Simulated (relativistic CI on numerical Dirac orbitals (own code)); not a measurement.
Radial parameters of Re23+

These numbers are calculated, not measured: Dirac-Coulomb-Breit CI, orbitals from a KLI potential per configuration, QED by a radiative potential, unscaled Slater integrals (own radial code, finite nucleus).

Slater integrals F^k, G^k are unscaled and averaged over j, outside the closed core [Ar] 3d10 4p6 4d10; ζ comes from projecting the Hamiltonian with its Breit term on Σ l·s of the shell.

- 4s²4f⁶: F^2(4f,4f) = 224250, F^4(4f,4f) = 145260, F^6(4f,4f) = 105920, ζ(4f) = 7646.1 cm⁻¹; <r>(4f) = 0.4607, <r^2>(4f) = 0.2456 (bohr units).
- 4s²4f⁵5s: F^2(4f,4f) = 226910, F^4(4f,4f) = 147090, F^6(4f,4f) = 107300, ζ(4f) = 7860, G^3(4f,5s) = 33898 cm⁻¹; <r>(4f) = 0.4562, <r^2>(4f) = 0.2406, <r>(5s) = 0.8172, <r^2>(5s) = 0.7437 (bohr units).
- 4s²4f⁴5s²: F^2(4f,4f) = 229830, F^4(4f,4f) = 149110, F^6(4f,4f) = 108810, ζ(4f) = 8076.5 cm⁻¹; <r>(4f) = 0.4513, <r^2>(4f) = 0.2353 (bohr units).

Averages of the first 6 configurations, taken without configuration mixing, which lowers the lowest level and can move excited configurations by several eV; other configurations of the list can lie among them:

```
Configuration  Parity  States  Average energy above the lowest level (eV)
       4s²4f⁶    even    3003                                        22.9
     4s²4f⁵5s     odd    4004                                       100.4
    4s²4f⁴5s²    even    1001                                       187.3
     4s²4f⁵6s     odd    4004                                       341.6
        4s4f⁷     odd    6864                                       626.1
          4f⁸    even    3003                                      1231.7
```
